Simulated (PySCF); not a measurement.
Cartesian coordinates (Å):
SMILES: C#CN
```xyz
6

C      1.4482    -0.0426     0.0724
C      0.2521     0.0249    -0.0206
N     -1.0815     0.1336    -0.1840
H      2.5031    -0.1060     0.1612
H     -1.5513     0.7272     0.4843
H     -1.5705    -0.7371    -0.3335
```
Charge 0, spin multiplicity 1.

**Question.** What is the computed dipole moment, S1 oscillator strength, total energy, HOMO and LUMO (PBE-D3(BJ)/def2-TZVP // B3LYP-D3(BJ)/def2-TZVP in PySCF)?

**Answer.** 
```yaml
dipole_moment: 0.400 e·Å
S1 oscillator strength: 0.003
total_energy: -132.5739 Ha
HOMO: -5.27 eV
LUMO: -0.03 eV
```
